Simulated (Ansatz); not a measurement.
Start from `C#CC(=C)[SiH3]` and change one atom or group to get `C=C([SiH3])[SiH3]`.

Ansatz, PBE0-D4/def2-TZVP geometries, multiplicity 1. 

```json
{"property": "HOMO energy (PBE/def2-TZVPP) / eV", "`C#CC(=C)[SiH3]`": "-6.29"}
{"property": "size of the dipole moment (ωB97M-V/def2-TZVPP) / D", "`C#CC(=C)[SiH3]`": "0.54"}
{"property": "HOMO–LUMO gap (B3LYP/def2-TZVPP) / eV", "`C#CC(=C)[SiH3]`": "5.62"}
{"property": "HOMO–LUMO gap (PBE/def2-TZVPP) / eV", "`C#CC(=C)[SiH3]`": "4.08"}
{"property": "HOMO energy (PBE0/def2-TZVPP) / eV", "`C#CC(=C)[SiH3]`": "-7.31"}
{"property": "size of the dipole moment (PBE/def2-TZVPP) / D", "`C#CC(=C)[SiH3]`": "0.47"}
```

(1) What does the change do to each property? (An estimate is asked.)

Answers

(1) Computed: 
```tsv
property	`C=C([SiH3])[SiH3]`	shift
HOMO energy (PBE/def2-TZVPP) / eV	-7.04	-0.75
size of the dipole moment (ωB97M-V/def2-TZVPP) / D	0.88	0.34
HOMO–LUMO gap (B3LYP/def2-TZVPP) / eV	6.80	1.18
HOMO–LUMO gap (PBE/def2-TZVPP) / eV	5.12	1.04
HOMO energy (PBE0/def2-TZVPP) / eV	-8.14	-0.83
size of the dipole moment (PBE/def2-TZVPP) / D	0.81	0.34
```

With PBE0 the HOMO falls by 0.83 eV and the LUMO rises by 0.35 eV, so the gap widens by about 1.18 eV. PBE moves the HOMO by -0.75 eV and ωB97M-V by -0.92 eV. Dipoles are sizes alone; their direction can turn.

B3LYP here is the variant with VWN-RPA as its local correlation; programs differ in this.
